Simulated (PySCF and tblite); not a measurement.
Computed ¹H and ¹³C shifts (ppm) of 4 molecules with 6 carbons each, averaged over conformers at 298.15 K: GIAO PBE0/6-31G* on GFN2-xTB geometries, unscaled, against TMS (¹H), TMS (¹³C) at the same level; H on other atoms than carbon is left out (PySCF, tblite).

P. ¹H: 3.65 (2H), 3.20 (2H), 1.20 (3H), 0.05 (9H) ¹³C: 70.1 (1C), 62.4 (1C), 16.7 (1C), -2.2 (3C)
Q. ¹H: 5.53 (1H), 4.13 (1H), 2.39 (1H), 2.02 (3H), 1.35 (3H), 1.31 (3H) ¹³C: 160.6 (1C), 75.7 (1C), 51.2 (1C), 20.8 (1C), 18.4 (1C), 10.6 (1C)
R. ¹H: 3.74 (1H), 3.41 (3H), 2.18 (1H), 2.06 (1H), 1.95 (1H), 1.71 (1H), 1.46 (1H), 1.17 (3H) ¹³C: 74.9 (1C), 57.8 (1C), 34.6 (1C), 34.3 (1C), 19.7 (1C), 19.1 (1C)
S. ¹H: 2.73 (2H), 1.16 (2H), 1.14 (9H) ¹³C: 32.3 (3C), 28.9 (1C), 27.7 (1C), 26.7 (1C)

The molecules:
1. C6H12O3S, SMILES CC(=O)OC[S@](=O)C(C)C
2. C₆H₁₄OSi, SMILES CO[C@H]1CC[C@H](C)[SiH2]1
3. C6H15ClSi, SMILES CC(C)(C)C[SiH2]CCl
4. C₆H₁₆OSi, SMILES CCOC[Si](C)(C)C

Q: Which spectrum belongs to which molecule?

A: P is 4; Q is 1; R is 2; S is 3.

Assigned:
1. [CH3:1][C:2](=[O:3])[O:4][CH2:5][S@:6](=[O:7])[CH:8]([CH3:9])[CH3:10]: ¹³C: 160.6 (C2), 75.7 (C5), 51.2 (C8), 20.8 (C1), 18.4 (C10), 10.6 (C9) ppm.
2. [CH3:1][O:2][C@H:3]1[CH2:4][CH2:5][C@H:6]([CH3:7])[SiH2:8]1: ¹³C: 74.9 (C3), 57.8 (C1), 34.6 (C4), 34.3 (C5), 19.7 (C7), 19.1 (C6) ppm.
3. [CH3:1][C:2]([CH3:3])([CH3:4])[CH2:5][SiH2:6][CH2:7][Cl:8]: ¹³C: 32.3 (C1/C3/C4), 28.9 (C2), 27.7 (C7), 26.7 (C5) ppm.
4. [CH3:1][CH2:2][O:3][CH2:4][Si:5]([CH3:6])([CH3:7])[CH3:8]: ¹³C: 70.1 (C2), 62.4 (C4), 16.7 (C1), -2.2 (C6/C7/C8) ppm.

Unscaled shifts at such levels can be off by 15 ppm or more for ¹³C and 0.8 ppm for ¹H.

For scale, the study of CC(=O)OC[S@](=O)C(C)C took 4.2 min on 1 thread of Arm Neoverse V2 (shared host) (rough), launched as `OMP_NUM_THREADS=1 python ens_run.py task.json out`.
